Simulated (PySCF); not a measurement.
## Basis-set dependence of population analyses: `N#CC(C#N)O[SiH3]`

Compound: C3H4N2OSi.
Atom-mapped SMILES: `[N:1]#[C:2][CH:3]([C:4]#[N:5])[O:6][SiH3:7]` (hydrogens: H8 on C3; H9, H10, H11 on Si7)

PBE0 throughout (PySCF), one geometry, spherical d and f functions. The structure is a single PBE0-D3(BJ)/def2-SVP conformer in the gas phase; no vibrational or solvent corrections. Atoms taken as equivalent share a column and are averaged.

Mulliken charges (e):

```
        basis  functions   N1/N5   C2/C4      C3      O6     Si7      H8  H9/H10/H11
       STO-3G         43  -0.165  +0.079  +0.038  -0.340  +0.660  +0.125      -0.103
        6-31G         75  -0.253  +0.199  +0.044  -0.705  +0.801  +0.259      -0.097
     pcSseg-0         75  -0.335  +0.135  +0.310  -0.810  +0.747  +0.333      -0.060
       6-31G*        110  -0.326  +0.265  +0.042  -0.576  +0.582  +0.255      -0.061
      cc-pVDZ        122  -0.104  +0.007  +0.175  -0.413  +0.430  +0.114      -0.037
     def2-SVP        122  +0.006  -0.173  +0.341  -0.482  +0.548  +0.117      -0.063
  aug-cc-pVDZ        201  -0.248  -0.283  +1.501  -0.902  -0.231  -0.074      +0.256
6-311+G(2d,p)        221  -0.251  +0.218  -0.162  -0.488  +0.641  +0.195      -0.040
    def2-TZVP        247  +0.023  -0.232  +0.328  -0.328  +0.278  +0.149      -0.003
      cc-pVTZ        270  -0.034  -0.083  +0.177  -0.321  +0.276  +0.140      -0.012
     IGLO-III        294  -0.269  +0.177  -0.007  -0.440  +0.902  +0.183      -0.151
     pcSseg-2        315  -0.107  -0.018  +0.314  -0.550  +0.744  +0.082      -0.113
```

IAO charges (e):

| basis | functions | N1/N5 | C2/C4 | C3 | O6 | Si7 | H8 | H9/H10/H11 |
| --- | --- | --- | --- | --- | --- | --- | --- | --- |
| STO-3G | 43 | -0.130 | +0.068 | -0.035 | -0.420 | +0.769 | +0.161 | -0.117 |
| 6-31G | 75 | -0.179 | +0.120 | +0.036 | -0.559 | +0.678 | +0.191 | -0.077 |
| pcSseg-0 | 75 | -0.177 | +0.119 | +0.036 | -0.559 | +0.671 | +0.189 | -0.074 |
| 6-31G* | 110 | -0.183 | +0.123 | +0.059 | -0.595 | +0.818 | +0.187 | -0.116 |
| cc-pVDZ | 122 | -0.178 | +0.118 | +0.056 | -0.592 | +0.806 | +0.188 | -0.113 |
| def2-SVP | 122 | -0.176 | +0.118 | +0.054 | -0.592 | +0.824 | +0.185 | -0.119 |
| aug-cc-pVDZ | 201 | -0.189 | +0.128 | +0.055 | -0.601 | +0.809 | +0.193 | -0.111 |
| 6-311+G(2d,p) | 221 | -0.190 | +0.130 | +0.052 | -0.609 | +0.843 | +0.195 | -0.120 |
| def2-TZVP | 247 | -0.189 | +0.128 | +0.056 | -0.612 | +0.854 | +0.193 | -0.123 |
| cc-pVTZ | 270 | -0.188 | +0.127 | +0.056 | -0.608 | +0.839 | +0.193 | -0.119 |
| IGLO-III | 294 | -0.190 | +0.129 | +0.053 | -0.611 | +0.851 | +0.195 | -0.122 |
| pcSseg-2 | 315 | -0.190 | +0.129 | +0.055 | -0.611 | +0.852 | +0.193 | -0.123 |

Hirshfeld charges (e):

```json
{"basis": "STO-3G", "functions": "43", "N1/N5": "-0.147", "C2/C4": "+0.032", "C3": "+0.166", "O6": "-0.220", "Si7": "+0.456", "H8": "+0.040", "H9/H10/H11": "-0.071"}
{"basis": "6-31G", "functions": "75", "N1/N5": "-0.170", "C2/C4": "+0.075", "C3": "+0.126", "O6": "-0.245", "Si7": "+0.398", "H8": "+0.077", "H9/H10/H11": "-0.055"}
{"basis": "pcSseg-0", "functions": "75", "N1/N5": "-0.168", "C2/C4": "+0.071", "C3": "+0.118", "O6": "-0.225", "Si7": "+0.418", "H8": "+0.068", "H9/H10/H11": "-0.062"}
{"basis": "6-31G*", "functions": "110", "N1/N5": "-0.180", "C2/C4": "+0.083", "C3": "+0.124", "O6": "-0.213", "Si7": "+0.384", "H8": "+0.081", "H9/H10/H11": "-0.061"}
{"basis": "cc-pVDZ", "functions": "122", "N1/N5": "-0.170", "C2/C4": "+0.076", "C3": "+0.105", "O6": "-0.193", "Si7": "+0.394", "H8": "+0.076", "H9/H10/H11": "-0.065"}
{"basis": "def2-SVP", "functions": "122", "N1/N5": "-0.175", "C2/C4": "+0.083", "C3": "+0.104", "O6": "-0.197", "Si7": "+0.400", "H8": "+0.076", "H9/H10/H11": "-0.066"}
{"basis": "aug-cc-pVDZ", "functions": "201", "N1/N5": "-0.179", "C2/C4": "+0.084", "C3": "+0.094", "O6": "-0.214", "Si7": "+0.409", "H8": "+0.084", "H9/H10/H11": "-0.061"}
{"basis": "6-311+G(2d,p)", "functions": "221", "N1/N5": "-0.180", "C2/C4": "+0.084", "C3": "+0.095", "O6": "-0.214", "Si7": "+0.414", "H8": "+0.085", "H9/H10/H11": "-0.062"}
{"basis": "def2-TZVP", "functions": "247", "N1/N5": "-0.180", "C2/C4": "+0.086", "C3": "+0.097", "O6": "-0.207", "Si7": "+0.403", "H8": "+0.084", "H9/H10/H11": "-0.062"}
{"basis": "cc-pVTZ", "functions": "270", "N1/N5": "-0.179", "C2/C4": "+0.085", "C3": "+0.098", "O6": "-0.203", "Si7": "+0.399", "H8": "+0.082", "H9/H10/H11": "-0.063"}
{"basis": "IGLO-III", "functions": "294", "N1/N5": "-0.181", "C2/C4": "+0.084", "C3": "+0.094", "O6": "-0.207", "Si7": "+0.401", "H8": "+0.084", "H9/H10/H11": "-0.059"}
{"basis": "pcSseg-2", "functions": "315", "N1/N5": "-0.180", "C2/C4": "+0.088", "C3": "+0.093", "O6": "-0.213", "Si7": "+0.409", "H8": "+0.083", "H9/H10/H11": "-0.063"}
```

Some averages cover members that differ in this geometry, most widely: C2/C4, Mulliken in 6-311+G(2d,p) +0.177 to +0.260; H9/H10/H11, Mulliken in aug-cc-pVDZ +0.219 to +0.282; C2/C4, Mulliken in aug-cc-pVDZ -0.309 to -0.258; C2/C4, Mulliken in def2-SVP -0.196 to -0.150 e.

Q: Which scheme is steadiest as the basis changes?

A: Largest range over the bases for any column: Hirshfeld 0.07 e, IAO 0.19 e, Mulliken 1.66 e. Hirshfeld charges move least and Mulliken charges most, counted in e. Without the minimal STO-3G basis the ranges are Hirshfeld 0.05, IAO 0.18, Mulliken 1.66 e.

Q: How much do the charges still move between the two largest bases, IGLO-III and pcSseg-2?

A: At most, over all atoms: Mulliken 0.321 e, IAO 0.002 e, Hirshfeld 0.008 e.

Q: What do the same runs give for the total energy, the frontier levels and the dipole moment?

A: 
```json
{"basis": "STO-3G", "energy (Eh)": "-583.1849", "HOMO (eV)": "-5.57", "LUMO (eV)": "2.38", "μ (D)": "4.03"}
{"basis": "6-31G", "energy (Eh)": "-590.2616", "HOMO (eV)": "-9.26", "LUMO (eV)": "-1.27", "μ (D)": "4.68"}
{"basis": "pcSseg-0", "energy (Eh)": "-589.3757", "HOMO (eV)": "-9.48", "LUMO (eV)": "-1.50", "μ (D)": "4.73"}
{"basis": "6-31G*", "energy (Eh)": "-590.4052", "HOMO (eV)": "-9.40", "LUMO (eV)": "-1.21", "μ (D)": "4.22"}
{"basis": "cc-pVDZ", "energy (Eh)": "-590.4463", "HOMO (eV)": "-9.39", "LUMO (eV)": "-1.21", "μ (D)": "4.14"}
{"basis": "def2-SVP", "energy (Eh)": "-590.1117", "HOMO (eV)": "-9.50", "LUMO (eV)": "-1.27", "μ (D)": "4.18"}
{"basis": "aug-cc-pVDZ", "energy (Eh)": "-590.4660", "HOMO (eV)": "-9.56", "LUMO (eV)": "-1.55", "μ (D)": "4.34"}
{"basis": "6-311+G(2d,p)", "energy (Eh)": "-590.5289", "HOMO (eV)": "-9.63", "LUMO (eV)": "-1.59", "μ (D)": "4.36"}
{"basis": "def2-TZVP", "energy (Eh)": "-590.5589", "HOMO (eV)": "-9.62", "LUMO (eV)": "-1.51", "μ (D)": "4.29"}
{"basis": "cc-pVTZ", "energy (Eh)": "-590.5480", "HOMO (eV)": "-9.58", "LUMO (eV)": "-1.44", "μ (D)": "4.24"}
{"basis": "IGLO-III", "energy (Eh)": "-590.5614", "HOMO (eV)": "-9.62", "LUMO (eV)": "-1.53", "μ (D)": "4.32"}
{"basis": "pcSseg-2", "energy (Eh)": "-590.5627", "HOMO (eV)": "-9.64", "LUMO (eV)": "-1.54", "μ (D)": "4.36"}
```

The dipole is fixed by the density alone, so its range of 0.70 D shows that the density itself changes with the basis, not only its division among atoms.
